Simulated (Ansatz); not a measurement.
KNa2⁺ was relaxed with PBE (def2-TZVP) in Ansatz in these states: charge +1 quintet, charge +1 singlet, charge +1 triplet. The geometries follow in no particular order.

A:

```xyz
3

Na   -1.6391   -2.5775    3.0244
Na    1.6960    2.5093   -3.0502
K    -0.0569    0.0682    0.0258
```

B:

```
atom   x (Å)   y (Å)   z (Å)
 Na1  -1.988  -1.365   0.632
 Na2   0.259   1.477  -1.991
  K3   1.729  -0.112   1.359
```

C:

```csv
atom,x (Å),y (Å),z (Å)
Na1,0.0752,-1.3154,-1.5611
Na2,-1.9099,0.7207,0.0733
K3,1.8347,0.5946,1.4878
```

**Question.** Judge from the bond lengths which geometry belongs to which state (an estimate).

**Answer.** A is the charge +1 triplet (Na1–Na2 8.596 Å, Na1–K3 4.300 Å, Na2–K3 4.300 Å); B is the charge +1 quintet (Na1–Na2 4.473 Å, Na1–K3 3.989 Å, Na2–K3 3.989 Å); C is the charge +1 singlet (Na1–Na2 3.280 Å, Na1–K3 4.005 Å, Na2–K3 4.005 Å).

At PBE0/def2-TZVP a singlet lies 0.67 eV below the charge +1 triplet. At PBE0/def2-TZVP a singlet lies 20.82 eV below the charge +1 quintet. These are the stationary points nearest to one start from a short search; other shapes may lie lower in each state.
